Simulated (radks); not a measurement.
Results of a calculation; reference values are marked as such.
Ne, configuration [He] 2s2 2p5 5d1 (not the ground configuration).

Code: a radial shooting solver on a logarithmic mesh with Libxc functionals. Model: scalar-relativistic Kohn-Sham, PBE, spin-polarised, spherical densities, point nucleus; open shells are filled with parallel spins first.

Energy parts (eV):
total: -3489.363
kinetic: 3489.378
electron-nucleus: -8269.150
Hartree: 1613.235
exchange-correlation: -322.826

Orbitals (lengths in bohr, moments of r in powers of bohr; <r^-3> diverges for s and p1/2; r(max) is where P^2 peaks; r(90%) holds 90 % of the orbital's charge):
| orbital | occ. | eigenvalue (eV) | <r^2> | r(90%) | <r^-3> | r(max) |
|---|---|---|---|---|---|---|
| 1s up | 1 | -852.4825 | 0.03368 | 0.283 | - | 0.1026 |
| 1s down | 1 | -851.6031 | 0.03361 | 0.282 | - | 0.1026 |
| 2s up | 1 | -55.3047 | 0.8940 | 1.37 | - | 0.6705 |
| 2s down | 1 | -53.3011 | 0.9113 | 1.39 | - | 0.6735 |
| 2p up | 3 | -31.9464 | 0.9929 | 1.51 | 13.00 | 0.6008 |
| 2p down | 2 | -29.9189 | 1.035 | 1.54 | 12.66 | 0.6066 |
| 5d up | 1 | -0.4477 | 1026 | 41.0 | 0.001227 | 34.22 |

The highest occupied level is 5d up at -0.448 eV. Spin moment in Bohr magnetons: 2. The density falls to 0.001 e/bohr^3 at r = 2.65 bohr.
